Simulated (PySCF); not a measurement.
# Correlation energy of Zn⁺ (zinc, charge +1)

[Ar] 3d9 4s1 4p1, one real determinant (an excited configuration). All numbers are calculated (PySCF 2.14, no relativity, point nucleus, in def2-QZVPPD (11s6p5d4f2g, 100 functions)). Frozen: [Ar]; 11 electrons correlated.

```tsv
level	correlation energy (mhartree)
CCSD	-351.78
(T)	-7.82
CCSD(T)	-359.60
```

Diagnostics: T1 = 0.0093, D1 = 0.0287, largest double amplitude 0.032.

The real determinant used has ⟨L²⟩ near 8 against 12 for a pure F term, so it mixes terms.

Cost of the coupled-cluster step: about 110 core-seconds, for 11 correlated electrons.

The reference is one real determinant that mixes LS terms of this configuration.
